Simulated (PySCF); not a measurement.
W(NH)(F)3(Cl) (ClF3HNW), SMILES [NH]=[W]([F])([F])([F])[Cl], multiplicity 1.

The structure is a stationary point at B3LYP-D3(BJ)/def2-SVP. The multiplicity is an assumed one; no other spin state was optimised. The structure was generated by enumeration; whether it is a known compound was not checked. The def2 effective core potentials stand for the cores of W; spin–orbit coupling is left out.

Two levels are set side by side: PBE/def2-TZVP (PySCF) and B3LYP/def2-TZVP (PySCF). Same geometry, gas phase. Differences are taken from unrounded values.

```csv
quantity,B3LYP,PBE,PBE minus B3LYP
orbital gap (eV),5.16,3.51,-1.65
highest occupied level (eV),-9.19,-8.02,1.17
lowest empty level (eV),-4.03,-4.50,-0.47
dipole moment (D),2.66,2.46,-0.20
mean polarisability (bohr³),59.5,61.8,2.3
```

PBE's occupied levels lie high since its potential decays too fast outside the molecule; exact exchange lowers them and widens the gap. PBE's more diffuse valence density responds more strongly to a field. Differences between two approximate levels are no errors against the true value.

Rough cost on one machine, each run with all the roots and properties that it gave: B3LYP against PBE within a factor of 2.
